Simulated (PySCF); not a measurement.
# Correlation energy of Hf (hafnium, neutral)

[Xe] 4f14 5d1 6s2 6p1, one real determinant (an excited configuration). Computed with PySCF 2.14 in def2-QZVPPD with the def2 core potential (60 electrons), with scalar relativity through the core potential. Frozen: 5s2 5p6; 4 electrons correlated.

MP2 pair energies summed by pair of shells (mhartree):

| pair | energy | share (%) |
| --- | --- | --- |
| 5d-6s | -14.94 | 35.5 |
| 6s-6s | -13.90 | 33.1 |
| 6s-6p | -11.07 | 26.3 |
| 5d-6p | -2.15 | 5.1 |

Total MP2 correlation energy: -42.06 mhartree.

Same-spin part -7.40 and opposite-spin part -34.66 mhartree; SCS-MP2 scales them by 1/3 and 6/5 to -44.06 mhartree.

The reference is one real determinant that mixes LS terms of this configuration.
